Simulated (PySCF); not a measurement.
Compound: C2H4F3NSi.
Numbering: `[CH2:1]=[N:2][SiH2:3][C:4]([F:5])([F:6])[F:7]` (hydrogens: H8, H9 on C1; H10, H11 on Si3)

Structure used (GFN2-xTB), in Å, numbered top down from 1:
```xyz
11
C2H4F3NSi angstrom
C      1.6620   -1.2916   -0.7626
N      1.0992   -0.4760   -0.0026
Si     0.1711    0.9526   -0.0748
C     -1.4912    0.3063    0.7020
F     -2.0284   -0.7325    0.0266
F     -2.4401    1.2672    0.7097
F     -1.3677   -0.1018    1.9769
H      2.1791   -2.1431   -0.3285
H      1.6788   -1.2176   -1.8512
H      0.7845    1.8398    0.9000
H     -0.2420    1.5993   -1.3216
```

Computed at PBE0/pcSseg-1 (PySCF, non-relativistic), with Q(14N) = 0.02044 b: N2, 14N (I = 1): χzz = -4.961 MHz, η = 0.680.

Where would the pure quadrupole (NQR) lines of 14N at N2 fall for the rigid, isolated species?

From ν± = (3/4)|χ|(1 ± η/3) and ν0 = |χ|η/2: ν+ 4.564 MHz, ν− 2.877 MHz, ν0 1.687 MHz (C=N nitrogen).

In a crystal, neighbours and librations shift these lines. GFN2-xTB bond lengths can be off by several hundredths of an ångström, more for odd bonds, and the gradients follow them. A larger basis could move these couplings by a tenth or more.

One conformer stands for the species.
